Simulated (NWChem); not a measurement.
# H₃S₂ cation; SMILES S[SH2+]

```xyz
5

S     -0.0532    -1.1232     0.0000
S      0.0464     0.9899     0.0000
H      1.2954    -1.2398     0.0000
H     -0.8210     1.2953     0.9989
H     -0.8210     1.2953    -0.9989
```
Atoms are numbered in this order, from 1.

Computed with NWChem. STO-3G and 3-21G are far too small for this property and stand as cheap habits. Structure relaxed at the B3LYP/6-31G* (spherical d) level. B3LYP is NWChem's, with the RPA form of VWN correlation. GIAO values for the isolated, static molecule; σ is the absolute isotropic shielding, δ = σ(reference) − σ with the isolated reference molecule computed at the same levels (1H: tetramethylsilane).

For level B3LYP/IGLO-III:

```yaml
"σ S1 (ppm)": 368.7
"σ S2 (ppm)": 482.1
"δ H3 (ppm)": 5.70
"δ H4 (ppm)": 6.58
```

Question: How do the values read with level Hartree-Fock/STO-3G instead?

Answer: The σ S1 (ppm) comes out as 434.7 and the σ S2 (ppm) comes out as 843.0. The δ H3 (ppm) comes out as 6.81 and the δ H4 (ppm) is 4.08.
